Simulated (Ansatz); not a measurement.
Mulliken charges of H$_{3}$ISn, SMILES `[SnH3][I]` from PBE/def2-TZVPP in Ansatz (PBE0-D4/def2-TZVP geometry).

| atom | x (Å) | y (Å) | z (Å) | charge (e) |
| --- | --- | --- | --- | --- |
| Sn1 | -0.181 | 0.085 | -0.111 | 0.553 |
| I2 | 1.964 | -1.036 | 1.050 | -0.283 |
| H3 | -1.407 | 0.147 | 1.065 | -0.090 |
| H4 | -0.612 | -0.909 | -1.423 | -0.090 |
| H5 | 0.286 | 1.639 | -0.622 | -0.090 |

**Question.** By hand: the dipole of these point charges (1 e Å = 4.8032 D).

**Answer.** Σ q r = (-0.500, 0.261, -0.270) e Å, of length 0.625 e Å = 3.00 D.

**Question.** How does the dipole of the full density compare? (An estimate is asked.)

**Answer.** Ansatz gave: (-0.303, 0.158, -0.164) e Å, 1.82 D; the point charges give 1.65 times that, at 0° from its direction.

Point charges leave out the atoms' own dipoles, such as those of lone pairs, and Mulliken's split depends on the basis, so the two needn't agree.
